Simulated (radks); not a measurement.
Q: Radial electron density D(r) = 4 pi r^2 rho(r) of an atom or ion with 69 electrons. Method: Dirac Kohn-Sham, exchange-only PBE, spin-unpolarised, spherical densities, finite nucleus; Fermi nuclear charge, rms radius of each element as measured or else 0.836 A^(1/3) + 0.57 fm; computed with a radial shooting solver on a logarithmic mesh with Libxc functionals.

r (bohr)  D(r) (e/bohr)
0.002728          25.71
0.003227          32.09
0.003817          39.54
0.004516          48.00
0.005299          56.82
0.006268          66.50
0.007415          76.03
0.008702          84.22
0.01029           91.02
0.01218           95.10
0.01429           95.99
0.0169            93.89
0.02              89.81
0.02347           86.05
0.02776           84.87
0.03284           88.82
0.03853           97.80
0.04558           110.3
0.05392           120.9
0.06328           123.9
0.07485           117.4
0.08855           104.9
0.1039            95.80
0.1229            96.38
0.1454            105.6
0.172             111.6
0.2019            103.5
0.2388            81.25
0.2825            59.58
0.3315            52.33
0.3921            57.64
0.4638            62.63
0.5443            57.61
0.6439            43.98
0.7617            29.89
0.8939            20.59
1.057             14.74
1.251             10.55
1.468             7.059
1.736             4.158
2.054             2.413
2.41              1.621
2.851             1.175
3.373            0.7813
3.958            0.4621
4.682            0.2966
5.539            0.3115
6.552            0.3839
7.689            0.3552
9.096            0.2380
10.76            0.1202
12.63           0.04858
14.94           0.01363
17.67          0.002543
20.73         0.0003354

What is the nuclear charge?

A: Z = 69. The innermost maximum, from 1s, lies near gamma/Z bohr with gamma = sqrt(1 - (Z/c)^2) = 0.864, here 0.0125 bohr (found: 0.0138), and its height grows with Z. The density is that of neutral thulium in [Kr] 4d10 4f13 5s2 5p4 6s2 7s2; the configuration itself is not fixed sharply by these data, and Z only to a few units. D(r) has 5 maxima, at r = 0.0138, 0.0618, 0.172, 0.468, 6.82 bohr, and minima at 0.0267, 0.112, 0.331, 4.99 bohr, inside which lie 2.01, 11.12, 29.75, 67.10 electrons.
